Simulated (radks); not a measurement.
Excited configurations of Mn VIII: one electron is placed in a higher orbital outside [Ne] 3s2 3p5. The ground configuration is [Ar]. Method: non-relativistic Kohn-Sham, r2SCAN, spin-polarised, spherical densities, point nucleus; open shells are filled with parallel spins first; meta-GGA in the generalised Kohn-Sham scheme; computed with a radial shooting solver on a logarithmic mesh with Libxc functionals. Excitation = E - E(ground); binding = E(ion) - E, where the ion is the core of charge +8; n* = 8/sqrt(2 binding) in atomic units, and the quantum defect is n - n*.

| outer orbital | excitation (eV) | binding (eV) | n* | quantum defect | eigenvalue (eV) | <r> (bohr) |
|---|---|---|---|---|---|---|
| 3d | 49.949 | 146.45 | 2.438 | 0.562 | -133.57 | 0.8149 |
| 4s | 101.51 | 94.889 | 3.029 | 0.971 | -90.228 | 1.758 |
| 4d | 127.80 | 68.603 | 3.563 | 0.437 | -64.148 | 2.032 |
| 4f | 140.04 | 56.359 | 3.931 | 0.069 | -51.823 | 2.068 |
| 5s | 142.85 | 53.555 | 4.032 | 0.968 | -50.904 | 3.083 |
| 5p | 147.59 | 48.812 | 4.224 | 0.776 | -46.354 | 3.258 |
| 5f | 159.94 | 36.465 | 4.887 | 0.113 | -34.062 | 3.681 |
| 6p | 164.47 | 31.933 | 5.222 | 0.778 | -30.349 | 5.031 |
| 6f | 171.06 | 25.343 | 5.862 | 0.138 | -23.821 | 5.670 |
| 7p | 173.86 | 22.539 | 6.216 | 0.784 | -21.442 | 7.175 |

Estimate the row for 4p.

Answer. excitation (eV) 112.08; binding (eV) 84.323; n* 3.213; quantum defect 0.787; eigenvalue (eV) -79.779; <r> (bohr) 1.859. The Delta-SCF ionisation energy is 196.40 eV (NIST Atomic Spectra Database: 195.5 eV, semi-empirical). Self-interaction in the functional shifts the binding energies and quantum defects, so they are the method's values and not measured ones. Open shells are spherical and high-spin; term and fine-structure splittings are not resolved.
